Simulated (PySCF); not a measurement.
Level sweep

Species: C₂H₁₀OSi₂.
Structure used (PBE0-D3(BJ)/def2-SVP), in Å, numbered top down from 1:
```xyz
15
C2H10OSi2 angstrom
O      2.198   -0.400    1.131
Si     1.959   -0.082   -0.492
C      0.188    0.506   -0.638
C     -0.827   -0.513   -0.104
Si    -2.613    0.090   -0.164
H      3.043   -0.782    1.383
H      2.168   -1.322   -1.310
H      2.914    0.962   -0.988
H      0.109    1.462   -0.092
H     -0.010    0.748   -1.698
H     -0.765   -1.458   -0.672
H     -0.585   -0.776    0.940
H     -3.553   -0.951    0.358
H     -3.001    0.417   -1.573
H     -2.770    1.330    0.659
```

PySCF, dipoles from the SCF density, polarisabilities from static response with core orbitals frozen. The structure is a single PBE0-D3(BJ)/def2-SVP conformer in the gas phase; no vibrational or solvent corrections.

The anisotropy is √(½[(α1 − α2)² + (α2 − α3)² + (α3 − α1)²]).

| level | μ (D) | α (Å³) | anisotropy (Å³) |
| --- | --- | --- | --- |
| LDA/def2-SVPD | 1.412 | 13.60 | 4.87 |
| PBE/def2-SVPD | 1.384 | 13.28 | 4.70 |
| B3LYP/def2-SVPD | 1.436 | 12.77 | 4.21 |
| PBE0/def2-SVPD | 1.429 | 12.69 | 4.23 |
| BHandHLYP/def2-SVPD | 1.486 | 12.21 | 3.79 |
| CAM-B3LYP/def2-SVPD | 1.460 | 12.54 | 3.91 |
| wB97X-D/def2-SVPD | 1.450 | 12.54 | 3.90 |
| LC-wPBE/def2-SVPD | 1.462 | 12.25 | 3.69 |
| HF/def2-SVPD | 1.563 | 11.60 | 3.27 |
| PBE0/6-31G* | 1.618 | 10.17 | 3.57 |
| PBE0/6-31+G* | 1.622 | 11.54 | 3.67 |
| PBE0/def2-SVP | 1.559 | 10.97 | 3.54 |
| PBE0/aug-cc-pVDZ | 1.393 | 12.96 | 4.35 |
| PBE0/def2-TZVP | 1.500 | 12.14 | 4.15 |
| PBE0/def2-TZVPD | 1.422 | 12.86 | 4.33 |

The dipole runs from 1.38 D (PBE/def2-SVPD) to 1.62 D (PBE0/6-31+G*). No reference polarisability is at hand; against PBE0 in the largest diffuse basis at hand (def2-TZVPD) the other PBE0 rows deviate by 6-31G* -21%, 6-31+G* -10%, def2-SVP -15%, def2-SVPD -1%, aug-cc-pVDZ +1%, def2-TZVP -6%. In one basis (def2-SVPD) the functionals order the polarisability from HF (lowest) to LDA (highest), a spread of 17%. With PBE0 the polarisability is 11.09 Å³ without diffuse functions (mean of 6-31G*, def2-SVP and def2-TZVP) and 12.51 Å³ with them (mean of 6-31+G*, def2-SVPD, aug-cc-pVDZ and def2-TZVPD).

Without π bonds the low states are Rydberg-like; a valence basis with one diffuse set may place them up to an eV too high.
